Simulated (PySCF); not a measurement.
PBE0-D3(BJ)/def2-SVP geometry optimisation, IEF-PCM water with PySCF 2.14 and geomeTRIC: [MnCl6]2-, charge -2, multiplicity 4. Start (model start, shaken):

```
7

Mn    0.0000    0.0045   -0.0041
Cl   -0.0134   -0.0068    2.2251
Cl    0.0009    0.0201   -2.2474
Cl    2.2307    0.0073    0.0053
Cl   -2.2384   -0.0140   -0.0004
Cl    0.0104    2.2198   -0.0069
Cl   -0.0285   -2.2593   -0.0276
```

```csv
step,E − E(start) / kcal mol⁻¹,largest force / Eh bohr⁻¹
0,0.00,0.02008
1,-3.59,0.00988
2,-0.68,0.01041
3,-3.56,0.00787
4,-4.61,0.00507
5,-4.75,0.00224
6,-4.81,0.00153
7,-4.90,0.00158
8,-4.94,0.00061
9,-4.93,0.00119
10,-4.95,0.00099
11,-4.96,0.00051
12,-4.97,0.00029
```

The optimisation met its thresholds. End point:

```
7

Mn   -0.0057   -0.0049   -0.0083
Cl   -0.1007   -0.2359    2.2885
Cl    0.0897    0.2276   -2.3043
Cl    2.3031   -0.0862    0.0778
Cl   -2.3139    0.0788   -0.0943
Cl    0.0720    2.2941    0.2273
Cl   -0.0827   -2.3018   -0.2426
```

Metal–donor distances, start → end: Cl2 2.229 → 2.310 Å, Cl3 2.243 → 2.310 Å, Cl4 2.231 → 2.312 Å, Cl5 2.239 → 2.311 Å, Cl6 2.215 → 2.312 Å, Cl7 2.264 → 2.310 Å.

No frequencies were computed, so the end point may be a saddle point.

The job took 5.4 min on one thread of Intel Xeon Platinum 8488C (shared host), with 139 basis functions and a peak of 1.1 GiB, launched as `OMP_NUM_THREADS=1 python lf_run.py task.json out`.
